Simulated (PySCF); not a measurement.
# Gas-phase thermal properties of Ge2H6

Energies from PySCF, thermal terms from the rigid-rotor harmonic-oscillator model, ideal gas at 1 bar. 6-31G* has spherical d functions here. All species are closed-shell singlets. B3LYP is the form with VWN-RPA correlation. Ge: all electrons, no relativistic terms. The harmonic model lacks anharmonicity and excited electronic states, which grow with temperature; levels with a mode under 35 cm⁻¹ are left out. Internal rotation in Ge2H6 is treated as a harmonic vibration of one conformer, which makes the entropy rough.

```
level           point group  σ  ZPE (kJ/mol)  S°298 (J/mol/K)  Cp298 (J/mol/K)  S°1000 (J/mol/K)  H1000 − H298 (kJ/mol)
--------------  -----------  -  ------------  ---------------  ---------------  ----------------  ---------------------
B3LYP/6-31G*            D3d  6         119.5            301.1             85.7             444.2                   87.5
HF/6-31G*               D3d  6         128.0            296.4             80.7             434.1                   84.5
PBE/def2-SVP            D3d  6         117.1            302.0             87.3             446.7                   88.4
PBE0/def2-TZVP          D3d  6         121.1            299.9             85.5             442.4                   87.1
```
σ: rotational symmetry number. Electronic degeneracy used: 1. Frequencies are unscaled.
